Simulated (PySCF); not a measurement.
## Which determinant of GaCl lies lowest?

Unrestricted PBE0; basis Ga pcseg-1, Cl pcseg-1; no relativity; PySCF 2.14. Outer shells of the fragments: Ga 3d10 4s2 4p1; Cl 3s2 3p5.

Followed along the bond (rough minima from three points):

```tsv
2Ms+1	unpaired	⟨S²⟩ at the start	R at minimum (Å)	Te (eV)
1	none	0.00	2.25	0.00
3	σ ↑, π ↑	2.00	2.20	3.48
```

Solutions found at the starting distance of 2.175 Å, counted from the lowest of them; the search is not exhaustive and high or unbound solutions are not listed, so other states can lie among these:

```tsv
2Ms+1	unpaired	term	E (eV)	⟨S²⟩	⟨Lz²⟩	μ (D)
1	none	¹Σ⁺	0.00	0.00	0.00	-2.29
3	σ ↑, π ↑	³Π	3.45	2.00	1.00	-1.87
1	σ ↑, π ↓	mixed	4.04	1.01	1.00	-1.45
3	σ ↑↑	³Σ⁺	6.04	2.00	0.00	-1.01
3	π ↑↑	mixed	6.12	2.01	2.01	3.39
3	π ↑↑	mixed	6.29	2.01	2.01	3.44
3	σ ↑, π ↑	³Π	8.34	2.00	1.01	3.50
```

A term symbol is given only where ⟨S²⟩ and ⟨Lz²⟩ are close to those of a pure state; real π, δ and φ orbitals otherwise mix terms. A positive dipole means Ga(−)Cl(+).

Counting both spins, an empty level lies below a filled one in some of these solutions, because spin and occupation are held.
